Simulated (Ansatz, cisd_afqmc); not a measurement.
Species: Sb, charge -1, triplet.

Total energies in def2-TZVPPD, 6 correlated electrons, 9 frozen orbitals. Radicals and triplets start from unrestricted determinants; spin-orbit coupling is neglected. Cores are frozen in correlated methods (noble-gas shells, and filled d and f shells in the p block). Past Kr the def2 sets carry scalar-relativistic core potentials. AFQMC/CISD: phaseless, guided by CISD from CCSD amplitudes; bars are statistical, one sigma. Outlying blocks are dropped, and bars are widened where a walk drifts. Over all cases where full CI ran beside it in this data, AFQMC minus full CI had a median of +0.1 mEh and passed +0.4 mEh in a tenth of the cases. Spin-orbit terms, left out, reach several kcal/mol for Br and I, and more for heavier atoms.

```
method         program         energy (Eh)  minus CCSDTQ (mEh)
----------  ----------  ------------------  ------------------
HF              Ansatz          -239.27116              103.92
MP2             Ansatz          -239.35372               21.36
CCSD            Ansatz          -239.37036                4.73
CCSD(T)         Ansatz          -239.37422                0.86
CCSDT(Q)        Ansatz          -239.37507                0.02
CCSDTQ          Ansatz          -239.37508                0.00
AFQMC/CISD  cisd_afqmc  -239.3748 ± 0.0002           0.3 ± 0.2
```

Ansatz is a quantum-chemistry and plane-wave program.
